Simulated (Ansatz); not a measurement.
Reaction (ligand exchange at the Hf–Br bond): `[Cl][Hf]([Cl])([Cl])[Br]` + H–F → `[F][Hf]([Cl])([Cl])[Cl]` + HBr

Calculated with Ansatz (gas phase, PBE0-D4/def2-TZVP geometries, no zero-point term in ΔE). CBS: MP2 limit from def2 TZ/QZ plus the TZ coupled-cluster correction, frozen cores. This one scheme is used for every species. DFT in def2-TZVPP. B3LYP here is the variant with VWN-RPA as its local correlation; programs differ in this. HSE06 is defined as in plane-wave codes. def2 core potentials past Kr. For Br, Hf outer-core shells are correlated without core-valence functions, which leaves a few kJ/mol of doubt a bond. Scalar relativity is left out up to krypton.

| level | ΔE (kcal/mol) | difference from CCSD(T)/CBS |
| --- | --- | --- |
| PBE0-D4 | -3.9 | -1.4 |
| r2SCANh-D4 | -5.2 | -2.7 |
| HSE06-D4 | -3.7 | -1.2 |
| ωB97X-V | -7.2 | -4.7 |
| PBE-QIDH | -2.5 | 0.0 |
| r2SCAN | -6.3 | -3.8 |
| B3LYP | -7.7 | -5.2 |
| CAM-B3LYP | -9.0 | -6.5 |
| HF/def2-SVP | -8.1 | -5.6 |
| CCSD/def2-SVP | -9.1 | -6.6 |
| HF/def2-TZVPP | -5.6 | -3.1 |
| MP2/def2-TZVPP | -1.0 | 1.5 |
| SCS-MP2/def2-TZVPP | -3.2 | -0.7 |
| MP2/def2-QZVPP | -0.5 | 2.0 |
| SCS-MP2/def2-QZVPP | -2.8 | -0.3 |
| HF/CBS(def2) | -6.0 | -3.5 |
| CCSD(T)/CBS | -2.5 | 0 |

Largest T1 diagnostic among the species: 0.014.

Leaving LDA and LC-ωPBE aside and taking each functional with its dispersion term where it has one, the values, not all of them listed here, spread over 5.4 kcal/mol, from CAM-B3LYP-D4 to PBE-QIDH. LDA lies +1.2 kcal/mol from PBE without D4. At CCSD(T), def2-SVP lies −6.1 kcal/mol from the extrapolated value and def2-TZVPP −1.1 kcal/mol.
